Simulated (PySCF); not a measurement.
Te(Me)(Et), SMILES CC[Te]C (C₃H₈Te) at its PBE0/def2-SVP optimised geometry (Å):

```
12

Te    -0.6421    -1.4424     0.0000
C      1.5118    -1.4424     0.0000
H      1.8350    -2.4914     0.0434
H      1.8861    -0.9106     0.8844
H      1.8973    -0.9840    -0.9195
C     -0.8293     0.7185     0.0000
C     -0.3835     1.3984    -1.2786
H     -0.2714     1.0777     0.8777
H     -1.8973     0.8941     0.2026
H     -0.9610     1.0461    -2.1462
H      0.6808     1.2141    -1.4912
H     -0.5167     2.4914    -1.2024
```

Level of theory: PBE0/def2-TZVP, def2 effective core potentials past Kr (PySCF 2.14.0). The core electrons that the potentials of Te replace are not part of the density.

Map of the Laplacian of the electron density (e/bohr⁵) on the plane z = 1.2 Å:

```
|0000000000000000000000000000000|
|0000000000000000000000000000000|
|0000000000000000000000000000000|
|0000000000000000000000000000000|
|0000000000000000000000000000000|
|0000000000000000000000000000000|
|0000000000000000000000000000000|
|0000000000000000000000000000000|
|0000000000001111000000000000000|
|0000000000112343100000000000000|
|0000000011235777310000000000000|
|0000000012358749620000000000000|
|0000000123469758620000000000000|
|0000000112469987410000000000000|
|0000000012346764210000000000000|
|0000000011234432111111100000000|
|0000000001223332111245521000000|
|0000000001223332222579852000000|
|0000000001233333334780872000000|
|0000000011222233334896762000000|
|0000000011221223334799842000000|
|0000000011222223333566421000000|
|0000000001222222222333210000000|
|0000000001122222111122110000000|
|0000000000011111000111100000000|
|0000000000000000000000000000000|
|0000000000000000000000000000000|
|0000000000000000000000000000000|
|0000000000000000000000000000000|
|0000000000000000000000000000000|
|0000000000000000000000000000000|
```
Scale: ten equal steps from -0.001 (start of '0') to 0.104 (end of '9'), in the order '0123456789'; x runs from -4.50 to 4.50, y from -4.50 (bottom) to 4.50 (top).
